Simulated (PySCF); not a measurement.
The PySCF input:
```python
from pyscf import gto, scf, cc

mol = gto.M(
    atom='''
F     0.605832   -0.461654   -1.396116
S     0.000000    0.000000    0.000000
F     1.298200   -0.541243    0.742315
F    -0.690610   -1.422403    0.170662
F    -1.298200    0.541243   -0.742315
F     0.690610    1.422403   -0.170662
F    -0.605832    0.461654    1.396116
''',
    basis='sto-3g',
    charge=0,
    spin=0,
    verbose=4,
)

mf = scf.RHF(mol)
mf.kernel()

mycc = cc.CCSD(mf)
mycc.kernel()
print('E(CCSD) = %.10f' % mycc.e_tot)
```

What does this run give for the SCF-reference HOMO energy, SCF-reference HOMO-LUMO gap, nuclear repulsion energy, SCF-reference dipole moment, number of basis functions, MP2 correlation energy?


```
Quantity                          Result
---------------------------  -----------
SCF-reference HOMO energy      -11.27 eV
SCF-reference HOMO-LUMO gap     20.11 eV
nuclear repulsion energy     556.6051 Eh
SCF-reference dipole moment       0.00 D
number of basis functions             39
MP2 correlation energy        -0.1403 Eh
```
